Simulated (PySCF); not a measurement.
Computed shifts of a molecule C4H9FSi, KT2/pcSseg-1 (PySCF), GIAO, gas phase, atoms alike by connectivity averaged where their shifts nearly agree, in ppm (number of nuclei): ¹³C: 77.2 (1), 23.4 (1), 22.5 (1), 19.8 (1). ¹⁹F: -237.3 (1). ²⁹Si: -72.7 (1). ¹H: 4.32 (3), 1.46 (1), 1.44 (3), 1.40 (1), 0.58 (1). References: ¹³C against TMS (σ = 185.1 ppm); ¹⁹F against CFCl3 (σ = 127.1 ppm); ²⁹Si against TMS (σ = 361.9 ppm); ¹H against TMS (σ = 31.47 ppm), references at their B3LYP-D3(BJ)/def2-TZVP geometries, non-relativistic. Coordinates come from a B3LYP-D3(BJ)/def2-SVP optimisation. The values are those of a single conformer.

Task: Identify the compound among the candidates.
A) F[C@H]1CC[SiH2]C1
B) C[C@H]1C[C@@]1(F)[SiH3]
C) C[C@]1([SiH3])C[C@H]1F
D) C[C@@H]1C[SiH2][C@@H]1F

Result: B, C[C@H]1C[C@@]1(F)[SiH3]
